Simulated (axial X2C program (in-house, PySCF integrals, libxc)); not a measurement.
Spin–orbit effects along a row: molecules with I, PBE0

All values come from calculations with an in-house relativistic program for diatomic molecules, spin-free (one-electron X2C) or two-component (2c: spin–orbit coupling with atomic mean-field Coulomb and Gaunt terms, which also bring small scalar terms), in Dyall basis sets with cores contracted in-house; open shells are unrestricted.

Basis sets: As dyall-cv3z, Br dyall-cv3z, Ca dyall-cv3z, Cr dyall-cv3z, Ga dyall-cv3z, Ge dyall-cv3z, I dyall-cv3z, Mn dyall-cv3z, Sc dyall-cv3z, Se dyall-cv3z, Ti dyall-cv3z.

```csv
molecule,spin-free state,Re (Å),ωe (cm⁻¹),De (eV),2c state,Re 2c (Å),ωe 2c (cm⁻¹),De 2c (eV)
CaI,"M_S = 1/2, Λ = 0",2.822,239.1,3.26,Ω = 1/2,2.825,238.0,3.00
ScI,"M_S = 1, Λ = 2",2.694,252.2,3.41,Ω = 1,2.697,250.9,3.16
TiI,"M_S = 3/2, Λ = 3",2.618,256.5,3.48,Ω = 3/2,2.619,256.0,n/a
CrI,"M_S = 5/2, Λ = 0",2.543,250.1,2.84,Ω = 5/2,2.547,248.0,2.58
MnI,"M_S = 3, Λ = 0",2.593,235.2,2.77,Ω = 3,2.597,233.6,2.51
GaI,"M_S = 0, Λ = 0",2.590,213.5,3.78,Ω = 0,2.593,212.4,n/a
GeI,"M_S = 1/2, Λ = 1",2.526,242.1,3.13,Ω = 1/2,2.527,241.2,n/a
AsI,"M_S = 1, Λ = 0",2.488,260.3,2.45,Ω = 1,2.493,257.2,2.19
SeI,"M_S = 1/2, Λ = 1",2.440,280.6,2.29,Ω = 3/2,2.441,279.1,2.16
IBr,"M_S = 0, Λ = 0",2.462,281.1,2.19,Ω = 0,2.474,272.7,1.87
```

**Question.** Work out the shifts from the spin-free to the two-component result.

**Answer.** 

```tsv
molecule	2c state	ΔRe (Å)	Δωe (cm⁻¹)	ΔDe (eV)
CaI	Ω = 1/2	0.003	-1.1	-0.26
ScI	Ω = 1	0.003	-1.3	-0.25
TiI	Ω = 3/2	0.001	-0.5	n/a
CrI	Ω = 5/2	0.004	-2.1	-0.26
MnI	Ω = 3	0.004	-1.6	-0.26
GaI	Ω = 0	0.003	-1.1	n/a
GeI	Ω = 1/2	0.001	-0.9	n/a
AsI	Ω = 1	0.005	-3.1	-0.26
SeI	Ω = 3/2	0.001	-1.5	-0.13
IBr	Ω = 0	0.012	-8.4	-0.32
```

Shifts of one unit in the last digit are rounding.

Each entry is the lowest single determinant of a limited PBE0 search at one distance. De goes to single-determinant-based atoms at the same level (for ions the charge split of lowest energy) and is withheld (n/a) where an atom does not fit its ground term or J level. Main or longest-lived isotopes. One determinant is a doubtful description, or other states lie close, for ScI, TiI, CrI, MnI, AsI; these need not be ground states, and all values refer to the states named. Some open-shell Ω = 0 determinants are out of reach, so the Ω given for MnI, AsI need not be the lowest component. With several unpaired electrons the Ω given is that of one determinant, not necessarily of the lowest component. Some light 2c atoms are not at their ground J level, so De misses part of their lowering (0.04 eV or less). The functionals have no current term, which raises determinants with orbital currents.
